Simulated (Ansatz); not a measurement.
`[CH3][SbH][CH2]O` + `[OH][Ga]([F])[Cl]` → `[CH3][SbH][OH]` + `O[CH2][Ga]([F])[Cl]`  (redistribution)

Computed with Ansatz on PBE0-D4/def2-TZVP structures; ΔE is electronic, products minus reactants. CCSD(T)/CBS is the MP2 limit (def2-TZVPP, def2-QZVPP) plus CCSD(T) − MP2 in def2-TZVPP, frozen cores. DFT in def2-TZVPP. def2 core potentials past Kr. For Ga, Sb outer-core shells are correlated without core-valence functions, which leaves a few kJ/mol of doubt a bond. Scalar relativity is left out up to krypton. Each species was taken in one conformer, which may not be the lowest.

`[CH3][SbH][CH2]O`:

Cartesian coordinates in Å:
```
C 1.107 0.655 -1.006
Sb 0.750 0.640 1.128
C -1.071 -0.565 0.901
O -2.026 0.108 0.112
H 0.951 -0.335 -1.437
H 0.435 1.376 -1.473
H 2.132 0.970 -1.199
H 1.753 -0.729 1.395
H -0.808 -1.545 0.489
H -1.517 -0.713 1.884
H -1.706 0.138 -0.793
```

`[OH][Ga]([F])[Cl]`:

```xyz
5

O    -1.347   -0.238   -0.272
Ga    0.373   -0.212    0.105
F     1.138   -1.731    0.437
Cl    1.546    1.546    0.175
H    -1.709    0.635   -0.446
```

`[CH3][SbH][OH]`:

```xyz
8

C     0.261    0.311    1.120
Sb   -1.015   -0.515   -0.389
O     0.030    0.291   -1.862
H     0.198   -0.287    2.031
H    -0.043    1.335    1.338
H     1.283    0.302    0.743
H    -0.159   -2.006   -0.408
H    -0.553    0.569   -2.573
```

`O[CH2][Ga]([F])[Cl]`:

Cartesian coordinates in Å:
```
O 0.022 -1.603 -0.541
C -0.353 -0.677 0.449
Ga -0.013 1.193 -0.107
F -0.830 2.618 0.490
Cl 1.508 1.607 -1.556
H 0.949 -1.482 -0.762
H 0.141 -0.862 1.412
H -1.425 -0.793 0.615
```

```csv
species,PBE-D4 energy (Eh)
`[CH3][SbH][CH2]O`,-395.74743
`[OH][Ga]([F])[Cl]`,-2560.29941
`[CH3][SbH][OH]`,-356.50681
`O[CH2][Ga]([F])[Cl]`,-2599.53299
```

Task: Work out ΔE.

Result: ΔE = (-356.50681) + (-2599.53299) − (-395.74743) − (-2560.29941) = 0.00704 Eh = +0.19 eV. CCSD(T)/CBS gives +0.29 eV.

Largest T1 diagnostic among the species: 0.014.

From PBE to PBE0 (25 % exact exchange), in def2-TZVPP and without D4, ΔE moves by +0.07 eV. In def2-TZVPP, CCSD(T) changes the Hartree–Fock value by +0.06 eV (the triples alone add +0.01 eV) and MP2 by +0.10 eV.
